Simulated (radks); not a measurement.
The numbers below are computed, except where a source is named.
Neutral titanium inside a hard spherical wall (all orbitals vanish at R), configuration held at [Ar] 3d2 4s2 and not refilled when levels cross. Level of theory: scalar-relativistic Kohn-Sham, r2SCAN, spin-unpolarised, spherical densities, finite nucleus; meta-GGA in the generalised Kohn-Sham scheme; Fermi nuclear charge, rms radius 3.5921 fm (a radial shooting solver on a logarithmic mesh with Libxc functionals). Eigenvalues in eV, with the zero of energy where the potential of the charges vanishes at infinity; a dash marks a level that is unbound or too diffuse for the functional's potential to be trusted. A positive occupied level is held by the wall or, in an anion where self-interaction has pushed it up, behind a barrier. The pressure on the wall is -dE/dV.

R (bohr),E (hartree),kinetic (hartree),e(3s),e(3p),e(4s),e(3d),"e(4p, empty)","e(5s, empty)",pressure (GPa)
free,-853.73588,860.941,-65.008,-40.169,-4.621,-4.084,-1.302,-,0
15,-853.73588,860.941,-65.008,-40.168,-4.621,-4.083,-1.300,1.750,< 0.0001
12,-853.73580,860.942,-64.999,-40.159,-4.614,-4.075,-1.279,2.437,0.00160
10,-853.73505,860.950,-64.942,-40.103,-4.571,-4.023,-1.181,3.431,0.0218
8,-853.72835,860.998,-64.625,-39.787,-4.313,-3.732,-0.705,6.256,0.298
7,-853.71388,861.081,-64.154,-39.320,-3.892,-3.306,-0.012,9.444,1.12
3.5,-852.68373,864.560,-54.370,-29.816,12.680,6.251,21.652,76.848,256
2,-842.52193,894.930,-20.749,5.361,125.14,47.113,141.93,361.17,13300
